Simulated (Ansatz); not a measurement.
CH5AlBNS, SMILES `C[NH][Al]1[BH][S]1`, relaxed with RKS PBE0-D4/def2-TZVP in the Gaussian-basis code of Ansatz from a PBE-D4/def2-SVP geometry. The force threshold is 0.005 eV/Å; the program also tests the step.

Charge 0, multiplicity 1.

Start:

```xyz
10

C    -0.174    1.656   -1.061
N    -0.016    0.216   -0.908
Al    0.078   -0.745    0.588
B     0.190   -1.889    2.238
S     0.320   -2.994    0.815
H    -1.103    1.928   -1.610
H    -0.233    2.145   -0.067
H     0.680    2.125   -1.601
H     0.044   -0.269   -1.809
H     0.213   -2.174    3.415
```

(1) By how much does the energy fall, and how many steps does the optimiser take? (An estimate is asked.)

(2) Which bonds change most? (Estimate.)

(3) Give the relaxed structure. (Estimate.)

## Answers

(1) The calculation gave: 5.24 kJ/mol, in 8 steps, 1 of them rejected.

(2) Computed: Al3–S5 from 2.273 to 2.216 Å; N2–Al3 from 1.781 to 1.757 Å; B4–H10 from 1.211 to 1.189 Å; C1–H6 from 1.114 to 1.096 Å.

(3) Computed: 
```xyz
10

C    -0.171    1.632   -1.027
N    -0.014    0.193   -0.942
Al    0.084   -0.797    0.507
B     0.184   -1.823    2.215
S     0.320   -2.976    0.839
H    -1.090    1.916   -1.552
H    -0.225    2.065   -0.025
H     0.671    2.109   -1.540
H     0.040   -0.242   -1.850
H     0.203   -2.078    3.376
```
